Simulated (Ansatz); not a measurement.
Molecule: C2H7ClSi2 (charge 0, singlet). 
Coordinates optimised at B3LYP-D3(BJ)/def2-TZVP (Ansatz, a first-principles code):
```
Si
H 1 1.4841
H 1 1.4847 2 109.34
C 1 1.8614 2 111.28 3 -121.27
C 4 1.3318 1 123.88 2 125.52
H 5 1.0848 4 121.95 1 -1.62
H 5 1.0849 6 115.98 4 179.90
H 4 1.0873 5 118.31 6 -179.77
Si 1 2.3451 2 107.65 3 119.24
H 9 1.4806 1 112.27 2 -176.01
H 9 1.4810 10 108.78 1 -126.37
Cl 9 2.0838 10 107.28 11 -115.91
```

Wanted: vertical triplet-singlet gap (E(triplet) - E(singlet); each state is the SCF solution reached for its spin), in kJ/mol. Cores are frozen in the correlated levels unless marked. UHF or UKS for open shells. No spin-orbit coupling. No relativistic terms. CBS(X,Y): correlation extrapolated as X^-3; Hartree-Fock from the larger set. [CCSD(T)-MP2]/basis is that difference in the basis named.

```
level                                                                      program  vertical triplet-singlet gap (kJ/mol)
-------------------------------------------------------------------------  -------  -------------------------------------
SVWN5/def2-TZVPD                                                            Ansatz                                    ___
PBE/def2-TZVPD                                                              Ansatz                                  400.2
r2SCAN/def2-TZVPD                                                           Ansatz                                  378.3
B3LYP/def2-TZVPD                                                            Ansatz                                  405.2
PBE0/def2-TZVPD                                                             Ansatz                                  392.0
CAM-B3LYP/def2-TZVPD                                                        Ansatz                                    ___
wB97M-V/def2-TZVPD                                                          Ansatz                                  422.0
wB97X-V/def2-TZVPD                                                          Ansatz                                  419.1
CCSD/aug-cc-pV(D+d)Z                                                        Ansatz                                    ___
CCSD/aug-cc-pV(T+d)Z                                                        Ansatz                                  410.7
RI-MP2/CBS(aug-cc-pV(T+d)Z,aug-cc-pV(Q+d)Z)+[CCSD(T)-MP2]/aug-cc-pV(T+d)Z   Ansatz                                    ___
```

**Question.** Complete the blanks.

**Answer.** 
- SVWN5/def2-TZVPD, vertical triplet-singlet gap (kJ/mol): 418.8
- CAM-B3LYP/def2-TZVPD, vertical triplet-singlet gap (kJ/mol): 404.5
- CCSD/aug-cc-pV(D+d)Z, vertical triplet-singlet gap (kJ/mol): 413.3
- RI-MP2/CBS(aug-cc-pV(T+d)Z,aug-cc-pV(Q+d)Z)+[CCSD(T)-MP2]/aug-cc-pV(T+d)Z, vertical triplet-singlet gap (kJ/mol): 426.8
